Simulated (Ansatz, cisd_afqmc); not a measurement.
System: SbCl3, charge 0, singlet. SbCl3 (SMILES [Cl][Sb]([Cl])[Cl]).
B3LYP-D3(BJ)/def2-TZVP minimum from Ansatz (an electronic-structure program):
```
Sb
Cl 1 2.3593
Cl 1 2.3593 2 97.88
Cl 1 2.3593 2 97.88 3 -99.14
```

Total energies in def2-TZVPP, 26 correlated electrons, 24 frozen orbitals. UHF or UKS for unpaired electrons; spin-orbit terms are left out. Cores are frozen in correlated methods (noble-gas shells, and filled d and f shells in the p block). Past Kr the def2 sets carry scalar-relativistic core potentials. AFQMC/CISD: phaseless, guided by CISD from CCSD amplitudes; bars are statistical, one sigma. Outlying blocks are dropped, and bars are widened where a walk drifts. Over all cases where full CI ran beside it in this data, AFQMC minus full CI had a median of +0.1 mEh and passed +0.4 mEh in a tenth of the cases. Spin-orbit terms, left out, reach several kcal/mol for Br and I, and more for heavier atoms.

```
method         program          energy (Eh)  minus AFQMC/CISD (mEh)
----------  ----------  -------------------  ----------------------
HF              Ansatz          -1617.92242             765.1 ± 0.5
MP2             Ansatz          -1618.60068              86.8 ± 0.5
CCSD            Ansatz          -1618.65013              37.3 ± 0.5
CCSD(T)         Ansatz          -1618.68382               3.7 ± 0.5
AFQMC/CISD  cisd_afqmc  -1618.6875 ± 0.0005                     0.0
```
